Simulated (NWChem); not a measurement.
System: CH$_{5}$F$_{2}$NOSi; SMILES CO[Si](N)(F)F

The following NWChem deck was run.

```
start job
memory heap 200 mb stack 900 mb global 1100 mb
geometry units angstroms noautosym nocenter noautoz
  C     -0.030927    -2.279691    -0.136435
  O      0.657862    -1.095356     0.174097
  Si     0.065323     0.415511     0.023185
  N     -1.448999     0.590191     0.763002
  F      1.228904     1.361365     0.601340
  F     -0.135000     0.851882    -1.513508
  H     -1.102940    -2.211191     0.117352
  H      0.057695    -2.518710    -1.209572
  H      0.412568    -3.106926     0.437472
  H     -2.108722     1.281944     0.428118
  H     -1.588572     0.372071     1.741939
end
basis spherical
  * library def2-svp
end
dft
  xc pbe0
  iterations 150
end
cosmo
  do_cosmo_smd true
  solvent water
end
task dft energy
```

Parts of the log:

```
             Northwest Computational Chemistry Package (NWChem) 7.3.0
             --------------------------------------------------------

                             Geometry "geometry" -> ""
                             -------------------------

 Output coordinates in angstroms (scale by  1.889725989 to convert to a.u.)

  No.       Tag          Charge          X              Y              Z
 ---- ---------------- ---------- -------------- -------------- --------------
    1 C                    6.0000    -0.03092700    -2.27969100    -0.13643500
    2 O                    8.0000     0.65786200    -1.09535600     0.17409700
    3 Si                  14.0000     0.06532300     0.41551100     0.02318500
    4 N                    7.0000    -1.44899900     0.59019100     0.76300200
    5 F                    9.0000     1.22890400     1.36136500     0.60134000
    6 F                    9.0000    -0.13500000     0.85188200    -1.51350800
    7 H                    1.0000    -1.10294000    -2.21119100     0.11735200
    8 H                    1.0000     0.05769500    -2.51871000    -1.20957200
    9 H                    1.0000     0.41256800    -3.10692600     0.43747200
   10 H                    1.0000    -2.10872200     1.28194400     0.42811800
   11 H                    1.0000    -1.58857200     0.37207100     1.74193900

 Effective nuclear repulsion energy (a.u.)     345.2593102493

                                 NWChem DFT Module
                                 -----------------

 Summary of "ao basis" -> "ao basis" (spherical)
 ------------------------------------------------------------------------------
       Tag                 Description            Shells   Functions and Types
 ---------------- ------------------------------  ------  ---------------------
 C                          def2-svp                 6       14   3s2p1d
 O                          def2-svp                 6       14   3s2p1d
 Si                         def2-svp                 8       18   4s3p1d
 N                          def2-svp                 6       14   3s2p1d
 F                          def2-svp                 6       14   3s2p1d
 H                          def2-svp                 3        5   2s1p

 in cosmo_initialize ...
 calling solv_data for solv:h2o

 solvent parameters
 solvname_short: h2o
 solvname_long:  water
 dielec:       78.4000
 dielecinf:     1.7769
 aqueous SMD model solvent descriptors
 dielec:       78.4000
 sola:          0.8200

          ---------------
          -cosmo- solvent
          ---------------
 Cosmo: York-Karplus, doi: 10.1021/jp992097l
 dielectric constant -eps-     =  78.40
 screen = (eps-1)/(eps    )    =   0.98724
 surface charge correction     = lagrangian

   van der Waals surface
 --------------------------

 ---------- ATOMIC COORDINATES (A.U.) ------------ VDWR(ANG.) --
     1   -0.05844356   -4.30799133   -0.25782477     1.850
     2    1.24317892   -2.06992270    0.32899563     1.520
     3    0.12344257    0.78520194    0.04381330     2.470
     4   -2.73821107    1.11529927    1.44186471     1.890
     5    2.32229183    2.57260682    1.13636783     1.730
     6   -0.25511301    1.60982355   -2.86011540     1.730
     7   -2.08425438   -4.17854510    0.22176312     1.200
     8    0.10902774   -4.75967174   -2.28575964     1.200
     9    0.77964047   -5.87123881    0.82670221     1.200
    10   -3.98490677    2.42252289    0.80902571     1.200
    11   -3.00196579    0.70311224    3.29178740     1.200
 number of segments per atom =        128
 number of   points per atom =        128
 atom (   nspa,  nppa )
 ----------------------
    1 (     61,     0 )       0
    2 (     26,     0 )       0
    3 (     59,     0 )       0
    4 (     57,     0 )       0
    5 (     67,     0 )       0
    6 (     68,     0 )       0
    7 (     48,     0 )       0
    8 (     52,     0 )       0
    9 (     53,     0 )       0
   10 (     46,     0 )       0
   11 (     47,     0 )       0
 number of -cosmo- surface points =      584
 molecular surface =    127.466 angstrom**2
 molecular volume  =    109.249 angstrom**3
 -lineq- algorithm             =   0
 -bem- low  level              =   3
 -bem- from -octahedral-
 gaussian surface charge width =   4.50000
 degree of switching           =   1.00000
 switching function tolerance  =   0.00010
 atomic radii =
 --------------
    1  6.000  1.850
    2  8.000  1.520
    3 14.000  2.470
    4  7.000  1.890
    5  9.000  1.730
    6  9.000  1.730
    7  1.000  1.200
    8  1.000  1.200
    9  1.000  1.200
   10  1.000  1.200
   11  1.000  1.200
 ...... end of -cosmo- initialization ......

 nat:                    11
 ixmem:                  6636
 calling mnsol_interface()
 G(SMD-CDS) energy (kcal/mol)  =     4.630
 SMD-CDS SASA (angstrom**2)    =   153.414

            General Information
            -------------------
          SCF calculation type: DFT
          Wavefunction type:  closed shell.
          No. of atoms     :    11
          No. of electrons :    58
           Alpha electrons :    29
            Beta electrons :    29
          Charge           :     0
          Spin multiplicity:     1
          Use of symmetry is: off; symmetry adaption is: off
          Maximum number of iterations: 150
          AO basis - number of functions:   113
                     number of shells:    53
          Convergence on energy requested:  1.00D-06
          Convergence on density requested:  1.00D-05
          Convergence on gradient requested:  5.00D-04

              XC Information
              --------------
                         PBE0 Method XC Functional
                     Hartree-Fock (Exact) Exchange  0.250
          PerdewBurkeErnzerhof Exchange Functional  0.750
            Perdew 1991 LDA Correlation Functional  1.000 local
           PerdewBurkeErnz. Correlation Functional  1.000 non-local

             Grid Information
             ----------------
          Grid used for XC integration:  medium
          Radial quadrature: Mura-Knowles
          Angular quadrature: Lebedev.
          Tag              B.-S. Rad. Rad. Pts. Rad. Cut. Ang. Pts.
          ---              ---------- --------- --------- ---------
          C                   0.70       49          11.0       434
          O                   0.60       49          10.0       434
          Si                  1.10       88          10.0       590
          N                   0.65       49          11.0       434
          F                   0.50       49          11.0       434
          H                   0.35       45          12.0       434
          Grid pruning is: on
          Number of quadrature shells:   558
          Spatial weights used:  Erf1

      Superposition of Atomic Density Guess
      -------------------------------------

 Sum of atomic energies:        -656.38010810

      Non-variational initial energy
      ------------------------------

 Total energy =    -658.585037
 1-e energy   =   -1595.277137
 2-e energy   =     591.432789
 HOMO         =      -0.372256
 LUMO         =       0.049079

   convergence    iter        energy       DeltaE   RMS-Dens  Diis-err
 ---------------- ----- ----------------- --------- --------- ---------
     COSMO gas phase
 d= 0,ls=0.0,diis     1   -659.4741646415 -1.00D+03  1.16D-02  1.05D+00
 d= 0,ls=0.0,diis     2   -659.4651539498  9.01D-03  5.56D-03  1.40D+00
 d= 0,ls=0.0,diis     3   -659.5843981243 -1.19D-01  7.40D-04  1.93D-02
 d= 0,ls=0.0,diis     4   -659.5855930064 -1.19D-03  3.42D-04  3.42D-03
 d= 0,ls=0.0,diis     5   -659.5859164717 -3.23D-04  8.58D-05  3.25D-04
  Resetting Diis
 d= 0,ls=0.0,diis     6   -659.5859499080 -3.34D-05  1.46D-05  5.44D-06
 d= 0,ls=0.0,diis     7   -659.5859503585 -4.50D-07  1.07D-05  1.13D-06
 d= 0,ls=0.0,diis     8   -659.5859502448  1.14D-07  6.39D-06  2.44D-06

   convergence    iter        energy       DeltaE   RMS-Dens  Diis-err
 ---------------- ----- ----------------- --------- --------- ---------
     COSMO solvation phase
 d= 0,ls=0.0,diis     1   -659.5902271157 -4.28D-03  1.15D-03  4.96D-03
 d= 0,ls=0.0,diis     2   -659.5915273262 -1.30D-03  2.75D-04  1.44D-03
 d= 0,ls=0.0,diis     3   -659.5916033339 -7.60D-05  1.29D-04  7.08D-04
 d= 0,ls=0.0,diis     4   -659.5916649702 -6.16D-05  2.83D-05  2.00D-05
 d= 0,ls=0.0,diis     5   -659.5916668173 -1.85D-06  8.34D-06  2.42D-06
 d= 0,ls=0.0,diis     6   -659.5916670199 -2.03D-07  2.66D-06  2.36D-07

         Total DFT energy =     -659.591667019915
      One electron energy =    -1600.403610936418
           Coulomb energy =      659.479190952384
    Exchange-Corr. energy =      -64.332643351083
 Nuclear repulsion energy =      345.259310249312

             COSMO energy =        0.406086065891

 Numeric. integr. density =       57.999994855030

                                COSMO-SMD solvation results
                                ---------------------------

             internal energy in gas <Psi(g)|H|Psi(g)> =      -659.585950244782
         internal energy in solvent <Psi(s)|H|Psi(s)> =      -659.584262793485
                               delta internal energy  =         0.001687451297 (    1.06 kcal/mol)
   total free energy in solvent <Psi(s)|H+V/2|Psi(s)> =      -659.599045274078
 polarization energy contribution <Psi(s)|V/2|Psi(s)> =        -0.014782480593 (   -9.28 kcal/mol)
    total free energy in solvent including G(SMD-CDS) =      -659.591667019915
                       G(SMD-CDS) energy contribution =         0.007378254164 (    4.63 kcal/mol)
     1 M fixed-concentration free energy of solvation =        -0.005716775133 (   -3.59 kcal/mol)

                       DFT Final Molecular Orbital Analysis
                       ------------------------------------

 Vector   27  Occ=2.000000D+00  E=-3.380014D-01
              MO Center=  2.6D-01, -1.6D+00,  1.4D-01, r^2= 2.1D+00
   Bfn.  Coefficient  Atom+Function         Bfn.  Coefficient  Atom+Function
  ----- ------------  ---------------      ----- ------------  ---------------
    18      0.410525   2 O  px               21      0.310259   2 O  px
     4     -0.253326   1 C  px               99     -0.249699   9 H  s
    89      0.231297   7 H  s                20      0.155985   2 O  pz
    19     -0.137350   2 O  py               37      0.126445   3 Si py
    90      0.121873   7 H  s                31     -0.119837   3 Si s

 Vector   28  Occ=2.000000D+00  E=-3.182875D-01
              MO Center=  3.3D-01, -1.5D+00, -8.0D-02, r^2= 1.9D+00
   Bfn.  Coefficient  Atom+Function         Bfn.  Coefficient  Atom+Function
  ----- ------------  ---------------      ----- ------------  ---------------
    20      0.473361   2 O  pz               23      0.368954   2 O  pz
    94      0.262803   8 H  s                 6     -0.233583   1 C  pz
    18     -0.191962   2 O  px               89     -0.159368   7 H  s
    21     -0.150023   2 O  px               95      0.140663   8 H  s
    99     -0.104364   9 H  s                90     -0.094395   7 H  s

 Vector   29  Occ=2.000000D+00  E=-2.899882D-01
              MO Center= -1.3D+00,  5.2D-01,  6.8D-01, r^2= 1.3D+00
   Bfn.  Coefficient  Atom+Function         Bfn.  Coefficient  Atom+Function
  ----- ------------  ---------------      ----- ------------  ---------------
    51      0.444277   4 N  py               54     -0.372634   4 N  py
    50      0.247328   4 N  px               53     -0.214956   4 N  px
    52      0.208793   4 N  pz               55     -0.175203   4 N  pz
    64      0.121632   5 F  px               49      0.086663   4 N  s
    67     -0.086975   5 F  px               18      0.086073   2 O  px

 Vector   30  Occ=0.000000D+00  E= 5.342269D-02
              MO Center= -5.7D-01,  2.0D-01,  3.7D-01, r^2= 5.9D+00
   Bfn.  Coefficient  Atom+Function         Bfn.  Coefficient  Atom+Function
  ----- ------------  ---------------      ----- ------------  ---------------
    32      1.156072   3 Si s                49     -0.975751   4 N  s
     3     -0.584290   1 C  s               110      0.491013  11 H  s
   105      0.482880  10 H  s                17     -0.469890   2 O  s
    90      0.371804   7 H  s                95      0.308069   8 H  s
    63     -0.289341   5 F  s                77     -0.270215   6 F  s

 Vector   31  Occ=0.000000D+00  E= 9.730088D-02
              MO Center= -9.7D-02, -1.7D+00, -1.7D-01, r^2= 6.5D+00
   Bfn.  Coefficient  Atom+Function         Bfn.  Coefficient  Atom+Function
  ----- ------------  ---------------      ----- ------------  ---------------
     3      2.051491   1 C  s                95     -1.113207   8 H  s
   100     -1.050497   9 H  s                90     -0.677191   7 H  s
    41      0.451891   3 Si pz              105      0.323339  10 H  s
    17     -0.291857   2 O  s                39      0.279889   3 Si px
     2      0.270834   1 C  s                 8     -0.242690   1 C  py

 Vector   32  Occ=0.000000D+00  E= 1.075077D-01
              MO Center= -3.7D-01, -2.0D-02,  2.2D-03, r^2= 6.3D+00
   Bfn.  Coefficient  Atom+Function         Bfn.  Coefficient  Atom+Function
  ----- ------------  ---------------      ----- ------------  ---------------
    49      0.789873   4 N  s                90     -0.741434   7 H  s
    32      0.683086   3 Si s               105     -0.633751  10 H  s
     3      0.601164   1 C  s                41     -0.517302   3 Si pz
   110     -0.432620  11 H  s                17     -0.411351   2 O  s
    39      0.374962   3 Si px               77     -0.356390   6 F  s

     Multipole analysis of the density
     ---------------------------------

     L   x y z        total         alpha         beta         nuclear
     -   - - -        -----         -----         ----         -------
     0   0 0 0     -0.000000    -29.000000    -29.000000     58.000000

     1   1 0 0     -1.371368     -1.974504     -1.974504      2.577639
     1   0 1 0     -0.555714     -1.453179     -1.453179      2.350645
     1   0 0 1      0.598086      0.728420      0.728420     -0.858754

     2   2 0 0    -29.351569    -86.706083    -86.706083    144.060597
     2   1 1 0     -2.292109     -2.558707     -2.558707      2.825305
     2   1 0 1     -2.750358      2.151682      2.151682     -7.053722
     2   0 2 0    -27.056292   -176.931094   -176.931094    326.805895
     2   0 1 1      1.203428     -2.998503     -2.998503      7.200434
     2   0 0 2    -29.468095    -74.002280    -74.002280    118.536465
```

Level: PBE0/def2-SVP, SMD on the gas-phase geometry. The geometry was optimised at PBE0/def2-SVP. Solvent: water.
